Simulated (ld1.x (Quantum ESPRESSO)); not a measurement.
## Building the TM potential for antimony (LDA (PZ), scalar-relativistic).

Input for ld1.x (Quantum ESPRESSO) 7.5:

```
&input
   title='Sb', zed=51., rel=1, dft='PZ', iswitch=3,
   config='[Kr] 4d10 5s1 5p4',
   nld=3, rlderiv=2.20, eminld=-5.0, emaxld=5.0, deld=0.02
 /
 &inputp
   pseudotype=2, tm=.true., lloc=0,
   nlcc=.true., new_core_ps=.true.,
   file_pseudopw='Sb.UPF', file_wfcaegen='ae.wfc', file_wfcncgen='nc.wfc', file_beta='beta', file_chi='chi'
 /
3
5P  2  1   4.00   0.00  2.00  2.00  0.0
4D  3  2  10.00   0.00  0.90  0.90  0.0
5S  1  0   1.00   0.00  1.40  1.40  0.0
 &test
   configts(1)='4d10 5s1 5p4'
 /
```

Command:

```bash
ld1.x < Sb.in > Sb.out
```

The program printed (shortened: banner, matrices, multipoles, cross overlaps and the repeated all-electron block are left out):

```
Program LD1 v.7.5
     --------------------------- All-electron run ----------------------------

     Sb
     scalar relativistic calculation

     atomic number is 51.00
     dft =PZ   lsd =0 sic =0 latt =0  beta=0.20 tr2=1.0E-14
     Exchange-correlation= PZ
                           (   1   1   0   0   0   0   0)
     mesh =1243 r(mesh) =  98.80758 a.u. xmin = -7.00 dx = 0.01250
     1 Ry =  13.60569312 eV, c = 137.03599908

     n l     nl                  e(Ry)          e(Ha)          e(eV)
     1 0     1S 1( 2.00)     -2224.9727     -1112.4863    -30272.2957
     2 0     2S 1( 2.00)      -338.7346      -169.3673     -4608.7189
     2 1     2P 1( 6.00)      -304.2889      -152.1445     -4140.0617
     3 0     3S 1( 2.00)       -66.4580       -33.2290      -904.2067
     3 1     3P 1( 6.00)       -55.2286       -27.6143      -751.4239
     4 0     4S 1( 2.00)       -11.0204        -5.5102      -149.9399
     4 1     4P 1( 6.00)        -7.5733        -3.7867      -103.0406
     3 2     3D 1(10.00)       -38.0419       -19.0209      -517.5858
     4 2     4D 1(10.00)        -2.5678        -1.2839       -34.9362
     5 0     5S 1( 1.00)        -1.0211        -0.5105       -13.8927
     5 1     5P 1( 4.00)        -0.4091        -0.2046        -5.5663

     final scf error:  6.8E-15 reached in  35 iterations

     Etot =  -12951.330682 Ry,   -6475.665341 Ha, -176211.830795 eV

     Ekin =   13542.352685 Ry,    6771.176342 Ha,  184253.094791 eV
     Encl =  -31329.661959 Ry,  -15664.830980 Ha, -426261.766261 eV
     Eh   =    5165.003261 Ry,    2582.501630 Ha,   70273.449344 eV
     Exc  =    -329.024668 Ry,    -164.512334 Ha,   -4476.608668 eV

     normalization and overlap integrals

     s(1S/1S) =  1.000000  <r> =   0.0284  <r2> =    0.0011  r(max) =   0.0184
     s(2S/2S) =  1.000000  <r> =   0.1227  <r2> =    0.0178  r(max) =   0.1034
     s(2P/2P) =  1.000000  <r> =   0.1072  <r2> =    0.0140  r(max) =   0.0826
     s(3S/3S) =  1.000000  <r> =   0.3311  <r2> =    0.1253  r(max) =   0.2991
     s(3P/3P) =  1.000000  <r> =   0.3292  <r2> =    0.1257  r(max) =   0.2954
     s(4S/4S) =  1.000000  <r> =   0.7906  <r2> =    0.7073  r(max) =   0.7266
     s(4P/4P) =  1.000000  <r> =   0.8521  <r2> =    0.8295  r(max) =   0.7639
     s(3D/3D) =  1.000000  <r> =   0.3056  <r2> =    0.1108  r(max) =   0.2449
     s(4D/4D) =  1.000000  <r> =   1.0292  <r2> =    1.2520  r(max) =   0.8442
     s(5S/5S) =  1.000000  <r> =   2.1889  <r2> =    5.4521  r(max) =   1.8789
     s(5P/5P) =  1.000000  <r> =   2.8298  <r2> =    9.2949  r(max) =   2.2949

     ------------------------ End of All-electron run ------------------------

     --------------------- Generating NC pseudopotential ---------------------

      Generating local pot.: lloc=0, matching radius rcloc =   1.4000

      Computing core charge for nlcc:

       r > 0.61 : true rho core
      Core charge pseudized with two Bessel functions
      Integrated core pseudo-charge :  15.16

      Wfc   5P  rcut= 2.000  Using Troullier-Martins method

      Wfc   4D  rcut= 0.899  Using Troullier-Martins method

     ------------------- End of pseudopotential generation -------------------

     Computing logarithmic derivative in   2.19667
     Computing logarithmic derivative in   2.19667
     Computing the partial wave expansion
       no projector for channel:   0
     R is outside the sphere for l=    1 j= 0.00
     R is outside the sphere for l=    2 j= 0.00

     ---------------------- Testing the pseudopotential ----------------------

     Sb
     scalar relativistic calculation

     atomic number is 51.00   valence charge is 15.00
     dft =PZ   lsd =0 sic =0 latt =0  beta=0.20 tr2=1.0E-14
     mesh =1243 r(mesh) =  98.80758 xmin = -7.00 dx = 0.01250

     n l     nl             e AE (Ry)        e PS (Ry)    De AE-PS (Ry)
     3 2     4D   1(10.00)       -2.56776       -2.56769       -0.00007
     1 0     5S   1( 1.00)       -1.02109       -1.02108       -0.00001
     2 1     5P   1( 4.00)       -0.40912       -0.40912       -0.00000

     eps = 7.6E-16  iter = 25

     Etot =  -12951.330682 Ry,   -6475.665341 Ha, -176211.830795 eV
     Etotps =  -203.110670 Ry,    -101.555335 Ha,   -2763.461451 eV

     Ekin =     116.789377 Ry,      58.394688 Ha,    1589.000417 eV
     Encl =    -223.222569 Ry,    -111.611284 Ha,   -3037.097766 eV
     Ehrt =     137.689641 Ry,      68.844820 Ha,    1873.363001 eV
     Ecxc =     -65.808109 Ry,     -32.904055 Ha,    -895.364939 eV
     (Ecc =     -40.139186 Ry,     -20.069593 Ha,    -546.121453 eV)
     Epseu=    -168.559010 Ry,     -84.279505 Ha,   -2293.362164 eV

     ---------------------- End of pseudopotential test ----------------------
```

Generation and configuration tests took about 2.2 s on one core of a shared server CPU.

Transferability test of the new file with ld1.x, input:

```
&input
   title='Sb', zed=51., rel=1, dft='PZ', iswitch=2,
   config='[Kr] 4d10 5s1 5p4'
 /
 &test
   file_pseudo='Sb.UPF', nconf=10,
   configts(1)='4d10 5s1 5p4',
   configts(2)='4d10 5s2 5p3',
   configts(3)='4d10 5s2 5p2',
   configts(4)='4d10 5s2 5p1',
   configts(5)='4d9 5s2 5p3',
   configts(6)='4d10 5s2 5p3.3',
   configts(7)='4d10 5s2 5p2.5',
   configts(8)='4d10 5s1 5p0',
   configts(9)='4d10 5s1 5p4', lsdts(9)=1,
   configts(10)='4d10 5s2 5p3', lsdts(10)=1
 /
```

```bash
ld1.x < Sb.test.in > Sb.test.out
```

Pseudopotential blocks of its output, shortened (energy terms left out):

```
     ---------------------- Testing the pseudopotential ----------------------

     n l     nl             e AE (Ry)        e PS (Ry)    De AE-PS (Ry)
     3 2     4D   1(10.00)       -2.56776       -2.56769       -0.00007
     1 0     5S   1( 1.00)       -1.02109       -1.02108       -0.00001
     2 1     5P   1( 4.00)       -0.40912       -0.40912       -0.00000

     eps = 9.3E-15  iter = 26

     Etot =  -12951.330682 Ry,   -6475.665341 Ha, -176211.830795 eV
     Etotps =  -203.110667 Ry,    -101.555334 Ha,   -2763.461410 eV

     ---------------------- End of pseudopotential test ----------------------

          ---------------------- Testing the pseudopotential ----------------------

     n l     nl             e AE (Ry)        e PS (Ry)    De AE-PS (Ry)
     3 2     4D   1(10.00)       -2.46603       -2.45975       -0.00628  !
     1 0     5S   1( 2.00)       -0.96200       -0.96173       -0.00027
     2 1     5P   1( 3.00)       -0.36739       -0.36783        0.00044

     eps = 7.4E-15  iter = 21

     Etot =  -12951.934048 Ry,   -6475.967024 Ha, -176220.040001 eV
     Etotps =  -203.713644 Ry,    -101.856822 Ha,   -2771.665325 eV
     dEtot_ae =      -0.603366 Ry
     dEtot_ps =      -0.602977 Ry,   Delta E=      -0.000389 Ry

     ---------------------- End of pseudopotential test ----------------------

          ---------------------- Testing the pseudopotential ----------------------

     n l     nl             e AE (Ry)        e PS (Ry)    De AE-PS (Ry)
     3 2     4D   1(10.00)       -3.09378       -3.08228       -0.01150  !
     1 0     5S   1( 2.00)       -1.54031       -1.53947       -0.00083
     2 1     5P   1( 2.00)       -0.89919       -0.89983        0.00064

     eps = 5.9E-15  iter = 16

     Etot =  -12951.307777 Ry,   -6475.653888 Ha, -176211.519150 eV
     Etotps =  -203.086664 Ry,    -101.543332 Ha,   -2763.134828 eV
     dEtot_ae =       0.022905 Ry
     dEtot_ps =       0.024003 Ry,   Delta E=      -0.001098 Ry

     ---------------------- End of pseudopotential test ----------------------

          ---------------------- Testing the pseudopotential ----------------------

     n l     nl             e AE (Ry)        e PS (Ry)    De AE-PS (Ry)
     3 2     4D   1(10.00)       -3.82080       -3.80018       -0.02063  !
     1 0     5S   1( 2.00)       -2.19172       -2.18970       -0.00202
     2 1     5P   1( 1.00)       -1.50031       -1.50094        0.00063

     eps = 8.4E-16  iter = 12

     Etot =  -12950.113182 Ry,   -6475.056591 Ha, -176195.265860 eV
     Etotps =  -201.891107 Ry,    -100.945553 Ha,   -2746.868441 eV
     dEtot_ae =       1.217500 Ry
     dEtot_ps =       1.219561 Ry,   Delta E=      -0.002060 Ry

     ---------------------- End of pseudopotential test ----------------------

          ---------------------- Testing the pseudopotential ----------------------

     n l     nl             e AE (Ry)        e PS (Ry)    De AE-PS (Ry)
     3 2     4D   1( 9.00)       -3.55922       -3.56451        0.00529  !
     1 0     5S   1( 2.00)       -1.70329       -1.70593        0.00264
     2 1     5P   1( 3.00)       -1.00739       -0.99911       -0.00828  !

     eps = 8.0E-15  iter = 22

     Etot =  -12948.935561 Ry,   -6474.467781 Ha, -176179.243519 eV
     Etotps =  -200.711471 Ry,    -100.355735 Ha,   -2730.818676 eV
     dEtot_ae =       2.395121 Ry
     dEtot_ps =       2.399197 Ry,   Delta E=      -0.004076 Ry

     ---------------------- End of pseudopotential test ----------------------

          ---------------------- Testing the pseudopotential ----------------------

     n l     nl             e AE (Ry)        e PS (Ry)    De AE-PS (Ry)
     3 2     4D   1(10.00)       -2.30263       -2.29723       -0.00541  !
     1 0     5S   1( 2.00)       -0.80796       -0.80774       -0.00022
     2 1     5P   1( 3.30)       -0.22600       -0.22634        0.00035

     eps = 4.1E-15  iter = 24

     Etot =  -12952.022783 Ry,   -6476.011392 Ha, -176221.247310 eV
     Etotps =  -203.802518 Ry,    -101.901259 Ha,   -2772.874516 eV
     dEtot_ae =      -0.692101 Ry
     dEtot_ps =      -0.691851 Ry,   Delta E=      -0.000251 Ry

     ---------------------- End of pseudopotential test ----------------------

          ---------------------- Testing the pseudopotential ----------------------

     n l     nl             e AE (Ry)        e PS (Ry)    De AE-PS (Ry)
     3 2     4D   1(10.00)       -2.76559       -2.75715       -0.00844  !
     1 0     5S   1( 2.00)       -1.24024       -1.23976       -0.00048
     2 1     5P   1( 2.50)       -0.62301       -0.62357        0.00056

     eps = 5.0E-15  iter = 19

     Etot =  -12951.687450 Ry,   -6475.843725 Ha, -176216.684864 eV
     Etotps =  -203.466737 Ry,    -101.733369 Ha,   -2768.305985 eV
     dEtot_ae =      -0.356768 Ry
     dEtot_ps =      -0.356070 Ry,   Delta E=      -0.000698 Ry

     ---------------------- End of pseudopotential test ----------------------

          ---------------------- Testing the pseudopotential ----------------------

     n l     nl             e AE (Ry)        e PS (Ry)    De AE-PS (Ry)
     3 2     4D   1(10.00)       -5.59142       -5.55336       -0.03806  !
     1 0     5S   1( 1.00)       -3.69799       -3.69472       -0.00327
     2 1     5P   1( 0.00)       -2.89061       -2.88862       -0.00198

     eps = 2.5E-15  iter =  9

     Etot =  -12944.997608 Ry,   -6472.498804 Ha, -176125.664938 eV
     Etotps =  -196.778209 Ry,     -98.389105 Ha,   -2677.303927 eV
     dEtot_ae =       6.333074 Ry
     dEtot_ps =       6.332458 Ry,   Delta E=       0.000615 Ry

     ---------------------- End of pseudopotential test ----------------------

          ---------------------- Testing the pseudopotential ----------------------

     n l     nl             e AE (Ry)        e PS (Ry)    De AE-PS (Ry)
     3 2     4D   1( 5.00)       -2.57080       -2.57203        0.00123
     1 0     5S   1( 1.00)       -1.06771       -1.06802        0.00031
     2 1     5P   1( 3.00)       -0.45148       -0.45187        0.00038
     3 2     4D   2( 5.00)       -2.53970       -2.54096        0.00126
     1 0     5S   2( 0.00)       -0.94281       -0.94279       -0.00003
     2 1     5P   2( 1.00)       -0.34004       -0.33960       -0.00043

     eps = 5.9E-15  iter = 25

     Etot =  -12951.415668 Ry,   -6475.707834 Ha, -176212.987088 eV
     Etotps =  -203.196195 Ry,    -101.598098 Ha,   -2764.625076 eV
     dEtot_ae =      -0.084986 Ry
     dEtot_ps =      -0.085528 Ry,   Delta E=       0.000542 Ry

     ---------------------- End of pseudopotential test ----------------------

          ---------------------- Testing the pseudopotential ----------------------

     n l     nl             e AE (Ry)        e PS (Ry)    De AE-PS (Ry)
     3 2     4D   1( 5.00)       -2.45980       -2.45321       -0.00659  !
     1 0     5S   1( 1.00)       -0.99735       -0.99739        0.00005
     2 1     5P   1( 3.00)       -0.40429       -0.40491        0.00062
     3 2     4D   2( 5.00)       -2.43884       -2.43210       -0.00673  !
     1 0     5S   2( 1.00)       -0.88786       -0.88674       -0.00112
     2 1     5P   2( 0.00)       -0.29253       -0.29243       -0.00010

     eps = 2.5E-15  iter = 19

     Etot =  -12952.014311 Ry,   -6476.007156 Ha, -176221.132047 eV
     Etotps =  -203.794482 Ry,    -101.897241 Ha,   -2772.765189 eV
     dEtot_ae =      -0.683629 Ry
     dEtot_ps =      -0.683815 Ry,   Delta E=       0.000186 Ry

     ---------------------- End of pseudopotential test ----------------------
```
